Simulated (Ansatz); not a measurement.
Ideal-gas functions of BCl3H2Se (`Cl[B-](Cl)(Cl)[SeH2+]`) at 800 K and 1 bar, from an Ansatz frequency run at PBE0-D4/def2-TZVP.

Molar mass 198.15 g/mol, point group Cs (symmetry number 1), electronic degeneracy 1, moments of inertia 331.916, 504.785, 506.521 u Å². Harmonic wavenumbers (cm⁻¹, unscaled): 108, 108, 134, 161, 239, 241, 360, 475, 502, 529, 843, 845, 1054, 2438, 2451.

Use S(trans) = R[1.5 ln M + 2.5 ln T − 1.1517]; rotational temperatures θ = 24.2544 K / I; S(rot) = R[ln(√π/σ · √(T³/θAθBθC)) + 1.5]; for each mode x = 1.438777 ν̃/T, S = R[x/(eˣ − 1) − ln(1 − e⁻ˣ)] and H = RT x/(eˣ − 1); 1 cm⁻¹ = 0.0119627 kJ/mol; R = 8.31446 J/(mol·K).

By hand: the entropy, in J/(mol·K).

Translation 195.3. Rotation: θ = 0.0731, 0.048, 0.0479 K, giving 136.7. Vibration, mode by mode: 21.95, 21.95, 20.17, 18.65, 15.40, 15.33, 12.07, 9.87, 9.44, 9.04, 5.61, 5.59, 4.14, 0.56, 0.55, in all 170.3. Electronic 0.0. Sum 502.3 J/(mol·K).

By hand: H − E and G − E in kJ/mol, counted from the electronic energy.

Zero-point energy ½ × 10488 × 0.0119627 = 62.7; thermal vibration 60.0; translation, rotation and pV give 4 RT = 26.6. H − E = 149.3 kJ/mol, and G − E = 149.3 − 800 × 502.3/1000 = -252.5 kJ/mol.

Vibration gives 34 % of the entropy, 64.1 J/(mol·K) of it from the modes under 150 cm⁻¹: soft modes count most, and the harmonic formula is weakest for them. The sum counts one conformer and one mirror image; others add a mixing term.
